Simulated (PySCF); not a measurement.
## Frontier levels across methods

ClH7SSi3.
Numbering: `[SiH3:1][SiH2:2][S:3][SiH2:4][Cl:5]` (hydrogens: H6, H7, H8 on Si1; H9, H10 on Si2; H11, H12 on Si4)

Structure used (PBE0-D3(BJ)/def2-SVP), in Å, numbered top down from 1:
```
atom  x, y, z in Å
Si1   -1.8019    0.3979    0.0938
Si2   -0.4063   -1.4893    0.1983
S3     1.4706   -1.1826   -0.8487
Si4    1.9822    0.7588   -0.1414
Cl5    1.9303    0.8510    1.9278
H6    -1.3040    1.4614    1.0157
H7    -1.8276    0.9173   -1.3067
H8    -3.1833   -0.0027    0.5023
H9    -0.1480   -1.8888    1.6132
H10   -1.0358   -2.6367   -0.5197
H11    3.3633    1.0340   -0.6144
H12    1.0250    1.7890   -0.6278
```

Basis pcSseg-1 throughout (PySCF), one geometry. One conformer (not necessarily the lowest) at the PBE0-D3(BJ)/def2-SVP geometry, without solvent, vibrations or thermal averaging.

How do the orbital energies, the gap and the dipole change with the method?

```csv
method,kind,HOMO (eV),LUMO (eV),gap (eV),μ (D),SCF cycles
BLYP,GGA,-6.33,-1.31,5.02,1.15,13
B97-D,GGA,-6.49,-1.36,5.12,1.22,14
PBE,GGA,-6.52,-1.53,4.99,1.20,14
OPBE,GGA,-6.55,-1.42,5.14,1.26,13
KT2,GGA,-6.59,-1.64,4.96,1.22,14
KT3,GGA,-6.59,-1.49,5.10,1.20,14
LDA,LDA,-6.61,-1.76,4.85,1.25,13
BP86,GGA,-6.63,-1.62,5.01,1.21,13
B3LYP,global hybrid,-7.43,-0.84,6.60,1.25,11
B97-2,global hybrid,-7.46,-0.71,6.75,1.31,12
PBE0,global hybrid,-7.70,-0.73,6.96,1.31,12
mPW1PW91,global hybrid,-7.72,-0.72,7.00,1.32,12
BHandHLYP,global hybrid,-8.70,0.26,8.96,1.35,11
CAM-B3LYP,range-separated hybrid,-8.92,0.40,9.32,1.32,11
wB97X-D,range-separated hybrid,-9.51,0.99,10.49,1.38,12
LC-wPBE,range-separated hybrid,-10.30,1.39,11.69,1.43,12
HF,Hartree–Fock,-10.34,2.58,12.92,1.46,10
```

The HOMO spans 4.01 eV, from BLYP down to HF, and the gap runs from 4.85 eV (LDA) to 12.92 eV (HF). Over the methods BLYP (0 %), B97-D (0 %), PBE (0 %), OPBE (0 %), KT2 (0 %), KT3 (0 %), LDA (0 %), BP86 (0 %), B3LYP (20 %), B97-2 (21 %), PBE0 (25 %), mPW1PW91 (25 %), BHandHLYP (50 %), HF (100 %), a straight line through the gap against the share of exact exchange rises by 0.79 eV for each 10 % (correlation coefficient 0.999). The dipole ranges from 1.15 D (BLYP) to 1.46 D (HF). This basis has no diffuse functions.
